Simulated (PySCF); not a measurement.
Molecule: SMILES [C]([Li])#CC#N, C3LiN.

Bonds (- single, = double, # triple, : aromatic): Li1-C2 1.910 Å, C2#C3 1.236 Å, C3-C4 1.374 Å, C4#N5 1.166 Å.

Spin–spin couplings on one PBE0-D3(BJ)/def2-SVP geometry, PySCF 2.14.0 with density-fitted response routines, gas phase, non-relativistic, equivalent pairs averaged; isotopes ¹³C, ⁷Li, ¹⁵N; basis pcJ-1.

Q: How do the couplings (Hz) change with the functional? Times are CPU seconds on shared hosts with different chips, so compare them loosely.

A: 
```tsv
functional	functions	¹J(C3,C4)	¹J(C2,C3)	¹J(Li1,C2)	¹J(C4,N5)	²J(Li1,C3)	²J(C2,C4)	²J(C3,N5)	core-s
LDA	119	121.6	96.9	81.0	-10.9	17.7	8.6	4.2	3.1
PBE	119	131.5	104.3	88.1	-13.1	19.5	7.7	5.3	4.7
KT2	119	115.3	87.6	86.7	-5.9	18.1	3.8	7.1	4.9
B3LYP	119	150.3	121.2	95.6	-22.4	18.7	7.2	6.1	8.3
PBE0	119	145.1	116.5	87.1	-21.4	17.4	6.1	6.7	4.3
B97-2	119	142.0	116.6	87.0	-20.4	16.6	3.2	6.6	4.1
BHandHLYP	119	176.5	145.4	99.6	-37.5	16.2	-0.3	11.1	4.9
CAM-B3LYP	119	152.9	125.9	96.0	-25.4	18.4	7.9	6.4	5.7
``` Left out for a near triplet instability: HF/pcJ-1.
